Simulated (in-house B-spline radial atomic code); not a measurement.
Neutral promethium is squeezed into an impenetrable sphere of radius R (the orbitals vanish at R). No spin polarisation. Computed with a radial B-spline atomic code at the basis-set limit: scalar-relativistic (X2C) PBE, spherical fractional occupations, Fermi nucleus of rms radius 4.962 fm.

Energies in eV above the free atom in [Xe] 4f5 6s2:

| R (bohr) | highest level (eV) | [Xe] 4f5 6s2 | [Xe] 4f5 6s1 6f1 | [Kr] 4d10 4f5 5s2 5p5 6s2 6d1 |
| --- | --- | --- | --- | --- |
| 9.09 | -1.78 | 0.2365 | 15.99 | 28.21 |
| 6.91 | -0.644 | 1.666 | 26.05 | 32.94 |
| 5.4 | 1.49 | 6.667 | 43.19 | 44.92 |
| 3.96 | 14.5 | 30.75 | 90.68 | 89.56 |
| 3.69 | 20.3 | 43.08 | 109.8 | 109.7 |
| 2.91 | 55.8 | 131.4 | 224.4 | 238.2 |
| 2.62 | 83.7 | 212.2 | 317.9 | 346.3 |
| 2.35 | 125 | 344.2 | 463 | 515.1 |
| 1.73 | 350 | 1252 | 1396 | 1591 |
| 1.51 | 537 | 2164 | 2304 | 2619 |

(1) Does [Xe] 4f5 6s1 6f1 fall below [Xe] 4f5 6s2 under compression?

(2) Does [Kr] 4d10 4f5 5s2 5p5 6s2 6d1 fall below [Xe] 4f5 6s2 under compression?

The highest level is first positive in the row R = 5.4 bohr, pushed up by confinement above the zero of the free ion's potential. Each configuration is held fixed and needn't be the lowest in the sphere.

Results:

(1) No, it stays above over the whole range.

(2) No, it stays above over the whole range.
